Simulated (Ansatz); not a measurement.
Input file for Ansatz (a quantum-chemistry and plane-wave program): R-wB97M-V/def2-TZVPPD on C2H2O3 (a complex), monomers drawn apart or pushed together. Files ending in .json are basis or fitting sets from the Basis Set Exchange.

Ansatz 0.2 input:
```yaml
crystal:
  periodic: [false, false, false]
  atoms:
    - {symbol: O, position_ang: [-1.20654058, -0.02530455, -0.24190497]}
    - {symbol: C, position_ang: [-0.08137328, 0.02406843, 0.02665497]}
    - {symbol: O, position_ang: [1.05660406, 0.07162900, 0.25576105]}
    - {symbol: C, position_ang: [0.65437171, 0.39547318, 5.70314983]}
    - {symbol: O, position_ang: [-0.39875588, 0.31533386, 5.13124785]}
    - {symbol: H, position_ang: [0.71259829, 0.46387361, 6.80567527]}
    - {symbol: H, position_ang: [1.61398727, 0.40462447, 5.15535293]}
basis:
  gaussian:
    orbitals: def2-TZVPPD.json
hamiltonian:
  xc: {name: wB97M-V}
scf: {lower_state_search: off}
```

Program output:

```
WARN ansatz: RAYON_NUM_THREADS=2 ignored (pool sized by the plan → 2); use --threads N
Functional definition: wB97M-V
these checks for a lower state are left out or cut short: stability, starts, cluster_reference, orbital_swaps, neighbouring_geometries, increment
integrals: 0.14 GiB planned
1018 factors; their error is unknown
integrals: 0.18 GiB planned
302 factors; integrals over basis functions are off by at most 3.6e-5 eV
mean field: 1.24 GiB planned
mean field evaluation 1: about -8242.6712 eV, gradient 6.1e1 eV
mean field evaluation 2: about -8239.6275 eV, gradient 7.8e1 eV
mean field evaluation 4: about -8248.6729 eV, gradient 3.5e0 eV
mean field evaluation 8: about -8248.7007 eV, gradient 8.1e-2 eV
mean field evaluation 16: about -8248.7075 eV, gradient 3.6e-5 eV
mean field -8248.70752205 eV, -303.1344102607 hartree, gradient 3.9e-6 eV, S^2 0.000000; 0 other end points of the search recorded, 0 dependent functions left out
reference -8248.70760729 eV, -303.1344133930 hartree; 19, 19 occupied and 209, 209 virtual orbitals, 1018 factors
Total energy: -8248.70760729 eV, -303.1344133930 hartree
Checks for a lower state left out: stability, starts, cluster_reference, orbital_swaps, neighbouring_geometries, increment
```

The calculation finished and met its thresholds.

Cost: about 8 core-seconds (a rough figure).
